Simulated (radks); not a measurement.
Results of a calculation; reference values are marked as such.
Question: The mean radii <r> (bohr) of the occupied orbitals of an atom or ion are listed with their occupations. Level of theory: Dirac Kohn-Sham, BLYP, spin-unpolarised, spherical densities, point nucleus (a radial shooting solver on a logarithmic mesh with Libxc functionals).

orbital      occ.      <r>
1s1/2           2  0.02611
2s1/2           2   0.1117
2p1/2           2  0.09402
2p3/2           4  0.09991
3s1/2           2   0.2987
3p1/2           2   0.2887
3p3/2           4   0.3005
3d3/2           4   0.2714
3d5/2           6   0.2751
4s1/2           2   0.6944
4p1/2           2   0.7201
4p3/2           4   0.7476
4d3/2           4   0.8285
4d5/2           6   0.8387
5s1/2           2    1.677
5p1/2     1.33333    1.885
5p3/2     2.66667    1.958
6p1/2    0.333333    4.498
6p3/2    0.666667    4.630

Name the element and its charge. Open shells, if any, are shared by 2j + 1.

Answer: Z = 55, caesium, charge +2: Cs2+ in [Kr] 4d10 5s2 5p4 6p1. The 1s radius gives Z: for a bare nucleus <r> = (2 gamma + 1)/(2Z) with gamma = sqrt(1 - (Z/c)^2), 0.02574 bohr for Z = 55, and screening makes it slightly larger (0.02611 here). The occupations add up to 53, and the charge is Z minus that.
